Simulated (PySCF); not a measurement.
**ORD: `C[C@@H]1C[C@@H](Cl)[CH2][GeH2]1`, C₅H₁₁ClGe**

Geometry:
```csv
atom,x (Å),y (Å),z (Å)
C1,2.156,-0.586,-0.368
C2,0.744,-0.457,0.184
C3,-0.296,-1.061,-0.769
C4,-1.644,-0.387,-0.566
Cl5,-2.156,-0.666,1.119
C6,-1.486,1.112,-0.729
Ge7,0.103,1.426,0.416
H8,2.880,-0.192,0.342
H9,2.256,-0.031,-1.300
H10,2.399,-1.630,-0.564
H11,0.694,-0.982,1.140
H12,-0.380,-2.141,-0.629
H13,0.008,-0.879,-1.804
H14,-2.417,-0.817,-1.208
H15,-1.288,1.348,-1.776
H16,-2.389,1.639,-0.432
H17,1.036,2.466,-0.151
H18,-0.229,1.846,1.818
```

Computed, not measured: TDDFT wB97X-D/def2-SVPD circular dichroism and optical rotation, one conformer, gas phase (PySCF 2.14.0). Geometry: GFN2-xTB.

The calculation is non-relativistic, which matters for the atoms heavier than Zn.

Stereocentres: C2 R, C4 R.

Task: Give the optical rotatory dispersion at 633, 589.3, 546, 436, 405, 365, 355 nm.

Result: [α] in deg dm⁻¹ (g/mL)⁻¹:
| λ (nm) | origin-invariant length gauge | modified velocity gauge | length gauge (centre of mass) | isotropic polarisability (au) |
| --- | --- | --- | --- | --- |
| 633 | +30.1 | +33.7 | +30.7 | 100.7 |
| 589.3 | +35.6 | +39.8 | +36.4 | 101.0 |
| 546 | +42.9 | +47.7 | +43.8 | 101.5 |
| 436 | +76.9 | +84.5 | +78.3 | 103.3 |
| 405 | +94.6 | +103.4 | +96.2 | 104.2 |
| 365 | +128.9 | +139.7 | +130.9 | 105.7 |
| 355 | +140.6 | +152.0 | +142.7 | 106.1 |

Task: And for the mirror image at 589.3 nm?

Result: -35.6 deg dm⁻¹ (g/mL)⁻¹ (origin-invariant length gauge): the same size and the opposite sign.

Task: What is the molar rotation [Φ] = [α]·M/100 of the geometry above at 589.3 nm?

Result: With M = 179.22 g/mol, +63.9 deg cm² dmol⁻¹ (origin-invariant length gauge).

The first excitation lies at 7.47 eV (166 nm) with R = -3.2 × 10⁻⁴⁰ esu² cm² (velocity form).
